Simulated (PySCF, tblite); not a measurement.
One entry of a table of gas-phase calculations, keyed by method. Lists by class give the value and the number of equivalent atoms.

```json
{
 "formula": "C3H8ClOSi",
 "smiles": "CCO[SiH]CCl",
 "inchi": "InChI=1S/C3H8ClOSi/c1-2-5-6-3-4/h6H,2-3H2,1H3",
 "charge": 0,
 "multiplicity": 2,
 "geometry_level": "GFN2-xTB",
 "atoms_angstrom": [
  ["C", 2.201, -0.982, 0.145],
  ["C", 1.398, 0.232, 0.588],
  ["O", 0.12, 0.18, 0.027],
  ["Si", -1.211, 1.056, 0.358],
  ["C", -2.449, 0.32, -0.889],
  ["Cl", -4.09, 0.819, -0.415],
  ["H", 1.714, -1.893, 0.483],
  ["H", 2.267, -1.007, -0.94],
  ["H", 3.202, -0.936, 0.563],
  ["H", 1.322, 0.259, 1.681],
  ["H", 1.893, 1.156, 0.263],
  ["H", -1.632, 0.906, 1.75],
  ["H", -2.435, -0.77, -0.883],
  ["H", -2.301, 0.661, -1.911]
 ],
 "electronic_structure_code": "PySCF",
 "results": {
  "GFN2-xTB geometry": {
   "point_group": "C1",
   "rotational_constants_GHz": [9.825, 0.762, 0.726]
  },
  "GFN2-xTB harmonic vibrations, gas phase": {
   "strongest_ir_bands_cm-1_km_per_mol_modes": [
    [632.4, 69.6, 1],
    [739.6, 68.8, 1],
    [776.1, 128.8, 1],
    [999.6, 68.0, 1],
    [1158.7, 303.7, 1],
    [2243.4, 207.7, 1]
   ],
   "zpe_kcal_per_mol": 65.6
  },
  "UKS B3LYP, pcH-1 on C Cl H O Si, non-relativistic, mean-field spin-orbit, GIAO": {
   "g_iso": 2.00265,
   "g_tensor": [2.00186, 2.00239, 2.00369],
   "s2": 0.751,
   "a_iso_by_class_MHz": [
    ["29Si", -552.6, 1],
    ["1H", 141.8, 1],
    ["13C", 47.4, 1],
    ["1H", 19.9, 2],
    ["17O", -15.6, 1]
   ],
   "spin_populations_mulliken_by_atom": [0.0, -0.01, 0.08, 0.83, 0.02, 0.0, 0.0, 0.0, 0.0, 0.0, 0.01, 0.06, 0.02, 0.0]
  }
 }
}
```

The zero-point energy, half the sum of the 36 harmonic wavenumbers, equals 22940 cm⁻¹ or 274 kJ/mol. With B = h/(8π²I), that is 505.379 GHz u Å² over I, the principal moments of inertia are 51.4, 663.4 and 696.5 u Å² (most abundant isotopes).

 In GFN2-xTB open shells enter through the occupations alone, without spin polarisation, so single modes can be far off. Hyperfine couplings depend on the geometry, which wasn't re-optimised at a DFT level. Couplings of like nuclei are plain means over topologically equivalent atoms, as if these changed places fast (by rotation of a methyl-like group, say); in this geometry the members of some sets differ.

Shape of the structure used: `[CH3:1][CH2:2][O:3][SiH:4][CH2:5][Cl:6]`: C1–C2–O3–Si4 168°, C2–O3–Si4–C5 179°, O3–Si4–C5–Cl6 165°.

One conformer stands for the species.
